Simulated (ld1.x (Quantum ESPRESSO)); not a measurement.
**V, ultrasoft: configuration errors across variants**

V, ultrasoft, made with ld1.x (Quantum ESPRESSO) 7.5 (PBE, non-relativistic). Core [Ne], reference 3s2 3p6 3d3 4s1 4p1. Waves: 3s (bound): rcut 1.25, rcutus 1.60 bohr; 4s (bound): rcut 1.25, rcutus 1.60 bohr; 3p (bound): rcut 1.40, rcutus 1.80 bohr; 4p (bound): rcut 1.40, rcutus 1.80 bohr; 3d (bound): rcut 1.25, rcutus 1.65 bohr; 3d channel at 1.95 Ry: rcut 1.25, rcutus 1.65 bohr. Local part: all-electron potential smoothed inside 1.25 bohr (lloc = -1). Core correction: Bessel-smoothed model core inside 1.15 bohr. Augmentation charge: PSQ, radius 1.40 bohr.

All-electron excitation energies from the reference (eV): (1) 3s2 3p6 3d3 4s2 4p0 -3.271; (2) 3s2 3p6 3d3 4s1 4p0 4.387; (3) 3s2 3p6 3d3 4s0 4p0 18.560.

The overlap operator is not positive definite (basis up to 400 Ry) in “base”, “local potential all-electron potential smoothed inside 0.80 bohr (lloc = -1)”, “local potential all-electron potential smoothed inside 0.92 bohr (lloc = -1)”, “local potential all-electron potential smoothed inside 1.12 bohr (lloc = -1)”, “local potential all-electron potential smoothed inside 1.36 bohr (lloc = -1)”, “local potential all-electron potential smoothed inside 1.82 bohr (lloc = -1)”. Such files are unfit for use, however small their errors in these radial tests.

Tests that are not counted but printed errors over 1 eV. “base”: 3s2 3p6 3d2 4s0 4p0 (solver errors, printed error -1088 eV).

Errors AE − PS in meV (a dash: test not solved or not reliable):

```tsv
change	(1)	(2)	(3)	bound ghosts
base	-119	-132	-114	not determined (overlap not positive)
local potential all-electron potential smoothed inside 0.80 bohr (lloc = -1)	–	–	–	not determined (overlap not positive)
local potential all-electron potential smoothed inside 0.92 bohr (lloc = -1)	–	–	–	not determined (overlap not positive)
local potential all-electron potential smoothed inside 1.12 bohr (lloc = -1)	–	–	–	not determined (overlap not positive)
local potential all-electron potential smoothed inside 1.36 bohr (lloc = -1)	-48	-44	-29	not determined (overlap not positive)
local potential all-electron potential smoothed inside 1.82 bohr (lloc = -1)	-31	-28	-17	not determined (overlap not positive)
local potential all-electron potential smoothed inside 2.04 bohr (lloc = -1)	-41	-35	-21	none
```

(1) Give the same row for: local potential all-electron potential smoothed inside 1.60 bohr (lloc = -1).

Answers

(1) -41, -35, -22; bound ghosts: none.
